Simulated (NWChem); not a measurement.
All runs are NWChem calculations. System: AsF3, charge 1, spin multiplicity 2, at the geometry of a parent with another charge or spin, in a state set for the comparison that need not be this species' ground state. Its SCF solution wasn't tested for a lower state. Level: UPBE/aug-cc-pVDZ.

The NWChem input:

```
start mol
memory heap 200 mb stack 900 mb global 1100 mb
charge 1
geometry units angstroms nocenter noautoz
  F      0.738925    -0.489175     1.281763
  As     0.000896     0.398876     0.000000
  F      0.738925    -0.489175    -1.281763
  F     -1.481134    -0.484194     0.000000
  symmetry group Cs
end
basis spherical
  * library aug-cc-pvdz
end
dft
  xc xpbe96 cpbe96
  odft
  mult 2
  semidirect memsize 60000000 filesize 0
  iterations 100
end
task dft energy
```

Part of the output:

```
             Northwest Computational Chemistry Package (NWChem) 7.3.0
             --------------------------------------------------------

                                NWChem Input Module
                                -------------------

 Scaling coordinates for geometry "geometry" by  1.889725989
 (inverse scale =  0.529177249)

 Turning off AUTOSYM since
 SYMMETRY directive was detected!

                             Geometry "geometry" -> ""
                             -------------------------

 Output coordinates in angstroms (scale by  1.889725989 to convert to a.u.)

  No.       Tag          Charge          X              Y              Z
 ---- ---------------- ---------- -------------- -------------- --------------
    1 F                    9.0000     0.73892500    -0.48917500     1.28176300
    2 As                  33.0000     0.00089600     0.39887600     0.00000000
    3 F                    9.0000     0.73892500    -0.48917500    -1.28176300
    4 F                    9.0000    -1.48113400    -0.48419400     0.00000000

 Effective nuclear repulsion energy (a.u.)     323.4651667098

            Nuclear Dipole moment (a.u.)
            ----------------------------
        X                 Y               Z
 ---------------- ---------------- ----------------
     0.0000226767     0.0000226767     0.0000000000

      Symmetry information
      --------------------

 Group name             Cs
 Group number              2
 Group order               2
 No. of unique centers     3

      Symmetry unique atoms

     1    2    4


 Summary of "ao basis" -> "" (spherical)
 ------------------------------------------------------------------------------
       Tag                 Description            Shells   Functions and Types
 ---------------- ------------------------------  ------  ---------------------
 *                        aug-cc-pvdz                 on all atoms

  pbe96 is a nonlocal functional; adding pw91lda local functional.

                                 NWChem DFT Module
                                 -----------------

 Summary of "ao basis" -> "ao basis" (spherical)
[...]
 overlap   1.000  1.000  1.000  1.000  1.000  1.000  1.000  1.000  1.000  1.000

   alpha     11     12     13     14     15     16     17     18     19     20
    beta     11     12     14     13     15     16     17     18     19     20
 overlap   1.000  1.000  0.968  0.968  0.968  0.968  1.000  1.000  1.000  1.000

   alpha     21     22     23     24     25     26     27     28     29     30
    beta     21     22     23     24     25     26     27     28     29     30
 overlap   0.998  0.995  0.995  0.996  0.989  0.989  0.992  0.992  1.000  0.997

   alpha     31     32     33     34     35     36     37     38     39     40
    beta     31     32     33     34     37     35     36     38     39     40
 overlap   0.999  0.999  0.998  0.997  0.998  1.000  1.000  0.996  0.993  0.993

   alpha     41     42     43     44     45     46     47     48     49     50
    beta     42     41     43     44     45     46     47     48     49     50
 overlap   0.994  0.994  0.997  0.998  0.998  0.997  0.995  0.995  1.000  0.995

   alpha     51     52     53     54     55     56     57     58     59     60
    beta     51     52     53     54     55     56     57     58     59     60
 overlap   0.995  0.999  1.000  1.000  0.998  0.998  0.998  0.998  0.998  0.999

   alpha     61     62     63     64     65     66     67     68     69     70
    beta     61     62     63     64     65     66     67     68     69     72
 overlap   1.000  0.999  0.999  1.000  0.999  0.999  1.000  1.000  1.000  0.999

   alpha     71     72     73     74     75     76     77     78     79     80
    beta     70     71     73     74     75     76     77     78     79     80
 overlap   0.966  0.966  0.965  0.965  1.000  0.989  0.989  1.000  0.989  0.989

   alpha     81     82     83     84     85     86     87     88     89     90
    beta     81     82     83     84     85     86     87     88     89     90
 overlap   0.999  1.000  1.000  1.000  1.000  1.000  1.000  1.000  1.000  1.000

   alpha     91     92     93     94     95     96     97     98     99    100
    beta     91     92     93     94     95     96     97     98     99    100
 overlap   0.999  0.998  0.998  1.000  0.998  0.998  0.999  0.999  0.998  0.999

   alpha    101    102    103    104    105
    beta    101    102    103    104    105
 overlap   0.999  1.000  0.999  0.999  0.999

     --------------------------
     Expectation value of S2:
     --------------------------
      <S2> =      0.7523 (Exact =     0.7500)

 center of mass
 --------------
 x =   0.00006789 y =   0.03006032 z =   0.00000000

 moments of inertia (a.u.)
 ------------------
         313.749286205849           0.296184718757           0.000000000000
           0.296184718757         445.847931635240           0.000000000000
           0.000000000000           0.000000000000         313.745800210605

     Multipole analysis of the density
     ---------------------------------

     L   x y z        total         alpha         beta         nuclear
     -   - - -        -----         -----         ----         -------
     0   0 0 0      1.000000    -30.000000    -29.000000     60.000000

     1   1 0 0      0.002612      0.000880      0.001709      0.000023
     1   0 1 0      1.156565      0.397825      0.758717      0.000023
     1   0 0 1     -0.000000      0.000000     -0.000000      0.000000

     2   2 0 0    -20.574054    -64.518167    -61.659509    105.603623
     2   1 1 0      0.004244      0.073093      0.074514     -0.143363
     2   1 0 1     -0.000000     -0.000000     -0.000000      0.000000
     2   0 2 0    -18.670209    -31.917281    -28.418755     41.665828
     2   0 1 1      0.000000     -0.000000      0.000000      0.000000
     2   0 0 2    -20.574009    -64.519015    -61.660275    105.605281

 Task  times  cpu:       22.8s     wall:       22.8s

 Total times  cpu:       22.9s     wall:       22.9s
```
